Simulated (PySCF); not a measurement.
C₂H₅AlCl₂O, SMILES CC[O][Al]([Cl])[Cl].

The structure is a stationary point at PBE0-D3(BJ)/def2-SVP. One conformer was computed; it need not be the lowest.

Vertical ionisation energy (IE) and electron affinity (EA) in eV. Rows of orbital energies are one-electron estimates. Where ΔSCF, EOM or ADC give a negative EA the extra electron is unbound and the value depends on the basis.

| level | IE | EA |
|---|---|---|
| −ε(HOMO), −ε(LUMO), PBE0/def2-TZVP (PySCF) | 8.49 | 0.86 |
| −ε(HOMO), −ε(LUMO), PBE/def2-TZVP (PySCF) | 6.97 | 1.73 |
